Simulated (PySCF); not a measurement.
SCF from a fresh guess for singlet SnH₄, at the r2SCAN minimum. PySCF input:

```python
from pyscf import gto, scf, dft
mol = gto.M(atom='''
Sn    -0.000000     0.000000     0.000000
H      1.389923    -0.000072     0.982824
H     -1.389923    -0.000000     0.982824
H      0.000036     1.389959    -0.982773
H     -0.000036    -1.389887    -0.982875''',
    basis={'Sn': 'def2-TZVP', 'H': 'def2-TZVP'},
    ecp={'Sn': 'def2-TZVP'},
    charge=0, spin=0)
mf = dft.RKS(mol, xc='PBE')
mf.grids.atom_grid = (50, 194)
aux = {'Sn': 'def2-universal-JKFIT', 'H': 'def2-universal-JKFIT'}
mf = mf.density_fit(auxbasis=aux)
mf.conv_tol = 1e-08
mf.diis_space = 10
mf.max_cycle = 60
mf.init_guess = 'minao'
mf.verbose = 4
mf.kernel()
```

Excerpt of the output (cycles and frontier levels):

```
init E= -179.795224414955
  HOMO = -0.79286583319293  LUMO = -0.442491208705425  gap/eV = 9.53418
cycle= 1 E= -215.124047216904  delta_E= -35.3  |g|= 2.86  |ddm|= 31.2
  HOMO = -0.0237228128899208  LUMO = 0.10069244633187  gap/eV = 3.38551
cycle= 2 E= -210.561180096637  delta_E= 4.56  |g|=  6.8  |ddm|= 8.31
  HOMO = -0.276673847877645  LUMO = 0.0087022735195017  gap/eV = 7.76548
cycle= 3 E= -216.594954533223  delta_E= -6.03  |g|= 0.515  |ddm|= 3.54
  HOMO = -0.284050493989189  LUMO = -0.00411130017155248  gap/eV = 7.61753
cycle= 4 E= -216.64661833273  delta_E= -0.0517  |g|= 0.0534  |ddm|= 0.733
  HOMO = -0.290358511729717  LUMO = -0.00886484642047769  gap/eV = 7.65983
cycle= 5 E= -216.64765405547  delta_E= -0.00104  |g|= 0.0224  |ddm|= 0.121
  HOMO = -0.292078596070557  LUMO = -0.010446712952219  gap/eV = 7.66359
cycle= 6 E= -216.647811590079  delta_E= -0.000158  |g|= 0.00102  |ddm|= 0.0425
  HOMO = -0.291575938187985  LUMO = -0.0100809547250194  gap/eV = 7.65987
cycle= 7 E= -216.647812090635  delta_E= -5.01e-07  |g|= 0.000135  |ddm|= 0.0023
  HOMO = -0.291614849723305  LUMO = -0.0101089689569624  gap/eV = 7.66017
cycle= 8 E= -216.64781209955  delta_E= -8.92e-09  |g|= 3.38e-06  |ddm|= 0.000339
  HOMO = -0.291613057304203  LUMO = -0.0101076703134924  gap/eV = 7.66015
Extra cycle  E= -216.647812099555  delta_E= -4.26e-12  |g|= 1.13e-06  |ddm|= 6.3e-06
converged SCF energy = -216.647812099555
```

No lower solution of this spin was found by a stability analysis within the restricted form, which does not test spin polarisation.

The search for the lowest solution, with the stability check, took 5 s on 2 threads of a shared Arm Neoverse N1 host, with 74 basis functions; the process peaked at 0.31 GiB. Launch command: `OMP_NUM_THREADS=2 python axn.py task.json out`.
